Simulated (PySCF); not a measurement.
This PySCF input asks for the NMR shieldings of `C(=C)([BH2-][N+]#CC)C#N`, C₅H₇BN₂; the geometry comes from GFN2-xTB.

```python
import basis_set_exchange as bse
import numpy as np
from pyscf import gto, dft
from pyscf.prop import nmr

atoms = """
C    -2.885665    0.591149   -0.340901
C    -1.592170    0.284202   -0.246248
B    -0.385585    1.383852   -0.349588
N     0.872165    0.627115   -0.184365
C     1.706684   -0.148263   -0.037081
C     2.759130   -1.092856    0.142033
C    -1.185262   -1.043889   -0.047192
N    -0.713952   -2.082842    0.114932
H    -3.202276    1.609616   -0.493508
H    -3.667364   -0.151691   -0.270988
H    -0.432642    2.170015    0.541854
H    -0.345293    1.885819   -1.427429
H     2.720331   -1.488953    1.157007
H     2.620969   -1.914228   -0.561631
H     3.726515   -0.621056   -0.030117
"""
names = dict.fromkeys(["C", "B", "N", "H"], "pcSseg-1")
basis = {el: gto.basis.parse(bse.get_basis(n, elements=[el], fmt="nwchem")) for el, n in names.items()}
mol = gto.M(atom=atoms, basis=basis, charge=0, verbose=0)
mf = dft.RKS(mol, xc="PBE0")
mf.grids.level = 2
mf.grids.alignment = dft.numint.BLKSIZE   # the property module wants whole blocks of grid points
mf.conv_tol = 1e-9
mf.kernel()

calc = nmr.RKS(mf)   # GIAO
C = mf.mo_coeff
Co = C[:, mf.mo_occ > 0]
resp = mf.gen_response(singlet=True, hermi=2)
def vind(x):   # induced exchange potential for any number of trial vectors
    d = np.einsum("pi,xij,qj->xpq", C, 2 * x.reshape(-1, C.shape[1], Co.shape[1]), Co, optimize=True)
    return np.einsum("xpq,pi,qj->xij", resp(d - d.transpose(0, 2, 1)), C, Co, optimize=True).ravel()
mo1, _ = nmr.rhf.solve_mo1(calc, with_cphf=vind)
sigma = calc.kernel(mo1)
for i, s in enumerate(sigma):   # ppm
    print("%2d %-2s %9.2f" % (i, mol.atom_pure_symbol(i), np.trace(s) / 3))
```

**Question.** What are the results?

**Answer.** 
```
 0 C      43.96
 1 C      48.99
 2 B     132.45
 3 N      41.16
 4 C      63.77
 5 C     184.17
 6 C      58.72
 7 N     -40.04
 8 H      25.70
 9 H      25.18
10 H      29.19
11 H      29.17
12 H      28.98
13 H      28.83
14 H      29.35
```

These numbers come from an equivalent density-fitted implementation of the same equations, which agrees with the script to about 0.01 ppm for H and up to a few tenths of a ppm for heavy atoms, so last digits may differ.

Size and cost of the density-fitted run: 171 basis functions, 50 s wall time on 1 thread of an Arm Neoverse N1, shared host; peak memory 0.76 GiB.
